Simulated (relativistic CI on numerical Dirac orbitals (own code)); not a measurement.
# P⁶⁺: from the plainest model towards the measured levels

Calculated with a relativistic CI code on KLI orbitals (one set per configuration, finite nucleus), adding one ingredient at a time: step 1, Dirac-Coulomb, each configuration alone; step 2, with Breit and QED terms; step 3, with configuration mixing; step 4, with scaled Slater integrals (0.9); step 5, with a P86 correlation estimate; step 6, tied to the ionisation limit. P86 is a density functional for the correlation energy, evaluated here for each configuration and added to its levels. Step 6 is semi-empirical: configurations made of the next ion and one excited electron move by 102 cm⁻¹, so that their limit matches the tabulated ionisation energy, and those with a non-penetrating f or g electron also take the P86 value of the least penetrating other one.

Configurations in the expansion (outside the closed core 1s2): 2s²2p⁵, 2s²2p⁴3s, 2s²2p⁴3d, 2s²2p⁴4s, 2s2p⁶, 2s²2p⁴3p, 2p⁶3s, 2p⁶3p, 2s2p⁵3s, 2p⁶3d, 2s²2p⁴4p, 2s2p⁵3p, 2s²2p⁴4d, 2s²2p⁴4f, 2s2p⁵3d, 2s²2p³3s², 2s²2p²3s²3d, 2s²2p²3s²4s, 2s²2p²3s²3p.

Computed minus measured energy above the ground level, in cm⁻¹, for 7 of the 11 excited levels that pair in every step (one J of a term; a digit in brackets numbers repeated terms):

| Configuration | Term | J | Measured | Step 1 | Step 2 | Step 3 | Step 4 | Step 5 | Step 6 |
| --- | --- | --- | --- | --- | --- | --- | --- | --- | --- |
| 2s²2p⁵ | 2P° | 1/2 | 7273 | 307 | -42 | -40 | -40 | -40 | -40 |
| 2s²2p⁴3s | 4P | 5/2 | 1259730 | -7276 | -7746 | -8560 | -5223 | 2917 | 3018 |
| 2s²2p⁴3s | 2P | 3/2 | 1277380 | -6352 | -6823 | -7054 | -5547 | 2590 | 2692 |
| 2s²2p⁴3s | 2S | 1/2 | 1375810 | 13172 | 12935 | -11441 | -16736 | -8530 | -8431 |
| 2s²2p⁴3d | 2P | 1/2 | 1505300 | -5669 | -6200 | -5840 | -4588 | 3930 | 4031 |
| 2s²2p⁴3d | 2S | 1/2 | 1548480 | -7369 | -8159 | -3792 | -7076 | 1425 | 1526 |
| 2s²2p⁴4s | 2P | 3/2 | 1695720 | -9807 | -10425 | -9490 | -7274 | 1366 | 1467 |

Mean absolute errors in cm⁻¹, over all paired levels and for the configurations:

```tsv
Configuration, levels	Step 1	Step 2	Step 3	Step 4	Step 5	Step 6
all, 11	6900	7359	6916	6631	2525	2598
2s²2p⁵, 1	307	42	40	40	40	40
2s²2p⁴3s, 5	8064	8418	8547	7680	3884	3945
2s²2p⁴3d, 3	4788	5532	4382	6203	2309	2410
2s²2p⁴4s, 2	10454	11111	10075	7946	692	793
```

Measured levels: Martin, Zalubas and Musgrove, J. Phys. Chem. Ref. Data 14, 751 (1985). Some J values or terms of the table were assigned by a fit.

What does each ingredient do to the ground and the excited configurations, and where is the model closest to experiment?

The Breit and QED terms change the top of the ground term (measured 7273) from 7580 to 7231. Mixing lowers the ground level by 1633; relative to it the configurations that move most are 2s²2p⁴3s by -5303, 2s²2p⁴3d by +1150, 2s²2p⁴4s by +1036. The P86 estimate moves 2s²2p⁴4s by +8638, 2s²2p⁴3d by +8512, 2s²2p⁴3s by +8152, and takes the mean absolute error of the excited configurations from 7290 to 2773. Step 6 takes that error from 2773 to 2854. The mean absolute error is lowest at step 5 (2525 cm⁻¹), and the largest single drop is from step 4 to 5 (6631 to 2525).
